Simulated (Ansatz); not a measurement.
This geometry of BrH + Cl3H2NTi (9 atoms, charge 0, multiplicity 1) is a first-order saddle point.

These are results of RKS PBE/def2-SVP (Ansatz), not measurements.

```xyz
9
Properties=species:S:1:pos:R:3
Ti 0.022 -0.002 0.084
N 0.122 -0.165 2.037
H -0.752 -0.331 2.559
H 0.692 0.522 2.553
Cl 1.982 0.368 -0.784
Cl -1.098 1.853 -0.209
Cl -1.219 -1.562 -0.786
Br 1.640 -2.696 1.532
H 0.834 -1.360 2.014
```

(1) Which two structures does it join? (They come from a converged band through this point; their orientation in space is the band's.)

(2) How far does it lie above each of them?

Results:

(1) Bonds broken: Br8–H9. Bonds formed: Ti1–Br8, N2–H9. BrH + Cl3H2NTi becomes BrCl3H3NTi.

Image 0:

```xyz
9
Properties=species:S:1:pos:R:3
Ti -0.129 0.248 -0.016
N 0.084 -0.092 1.822
H -0.694 -0.425 2.408
H 0.753 0.440 2.398
Cl 1.878 0.480 -0.839
Cl -1.259 2.112 -0.250
Cl -1.271 -1.426 -0.827
Br 1.796 -2.970 2.319
H 1.065 -1.738 1.988
```

Image 10:

```xyz
9
Properties=species:S:1:pos:R:3
Ti 0.633 -0.231 0.076
N -0.286 -0.543 2.170
H -1.262 -0.217 2.191
H 0.234 -0.019 2.888
Cl 1.538 0.072 -1.914
Cl 0.110 1.884 0.519
Cl -1.017 -1.596 -0.511
Br 2.552 -1.184 1.141
H -0.280 -1.536 2.442
```

(2) 0.153 eV above the first and 1.459 eV above the second. This is the barrier of this one path; another mechanism may lie lower. The orbitals stay closed-shell, which can raise the energy where a bond breaks towards radicals; this wasn't checked here.

Run time: 5.3 min on 4 threads of Arm Neoverse V2 (shared host), peak memory 0.27 GiB.
